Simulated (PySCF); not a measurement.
**Two-component Hartree-Fock for K(17+) (potassium, charge +17)**

Start: 1s2. Calculated with PySCF 2.14 in an even-tempered Gaussian basis (17 s from 1.5 bohr⁻², ratio 2.6; 10 p from 1.9 bohr⁻², ratio 2.6; 6 d from 2 bohr⁻², ratio 2.8; 3 f from 94 bohr⁻², ratio 2.8): generalised Hartree-Fock with the X2C-1e Hamiltonian and a Gaussian nucleus; spin-orbit coupling (SO) screened by Boettger's factors.

| spinor shell | electrons | ε, screened SO (eV) | weight of nominal j (screened SO) | rms radius, screened SO (bohr) |
| --- | --- | --- | --- | --- |
| 1s1/2 | 2 | -4613.5 | 1.000 | 0.0924 |

| quantity | screened SO |
| --- | --- |
| E (hartree) | -350.85934 |
| M_J | 0 |
| ⟨J²⟩ | 0.000 |
| ⟨L²⟩ | 0.000 |
| ⟨S²⟩ | 0.000 |
